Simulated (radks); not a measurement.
Results of a calculation; reference values are marked as such.
Q: All-electron atom: Lu66+ in [He] 2s2 2p1. Level of theory: Dirac Kohn-Sham, exchange-only PBE, spin-unpolarised, spherical densities, finite nucleus; open shells fill j = l - 1/2 first; Fermi nuclear charge, rms radius 5.37 fm (a radial shooting solver on a logarithmic mesh with Libxc functionals). Some entries of the table are withheld. Estimate them.

| orbital | occ. | eigenvalue (hartree) | <1/r> (bohr^-1) | r(max) (bohr) |
|---|---|---|---|---|
| 1s1/2 | 2 | (1) | (2) | 0.01212 |
| 2s1/2 | 2 | -632.2361 | (3) | 0.06777 |
| 2p1/2 | 1 | (4) | (5) | (6) |
| 2p3/2 | 0 | (7) | (8) | (9) |

A: 
(1) 1s1/2 eigenvalue (hartree): -2597.236
(2) 1s1/2 <1/r> (bohr^-1): 82.37
(3) 2s1/2 <1/r> (bohr^-1): 20.82
(4) 2p1/2 eigenvalue (hartree): -623.4926
(5) 2p1/2 <1/r> (bohr^-1): 20.72
(6) 2p1/2 r(max) (bohr): 0.05022
(7) 2p3/2 eigenvalue (hartree): -577.7420
(8) 2p3/2 <1/r> (bohr^-1): 17.73
(9) 2p3/2 r(max) (bohr): 0.05635
